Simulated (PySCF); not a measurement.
Computed with PBE-D3(BJ)/def2-TZVP // r2SCAN-D4/def2-SVP run with PySCF. Isolated molecules, 0 K electronic values unless said otherwise. One relaxed conformer stands for a flexible species; it need not be the lowest. Excitations are Tamm–Dancoff values on a coarser integration grid. The basis has no diffuse functions, so Rydberg states are missing or too high.

Reference species (SMILES): `C[O][Sn]([CH3])([CH3])[O]C` (C–O–Sn–O torsion 59°, O–Sn–O–C torsion 58°) (neutral, multiplicity 1).

| Quantity | Value |
|---|---|
| HOMO–LUMO gap | 4.65 eV |
| T1 excitation (TDA) | 4.53 eV |

Changed species: `C[O][Sn]([CH3])([O]C)[O]C` (3 of 4 CH3 replaced by OCH3; the reference has 2 of 4 CH3 replaced by OCH3).

Question: Give the shifts of the HOMO–LUMO gap and T1 excitation (TDA).

Answer: the HOMO–LUMO gap decreases by 0.52 eV, to 4.13 eV; the T1 excitation (TDA) drops by 0.55 eV, to 3.98 eV.
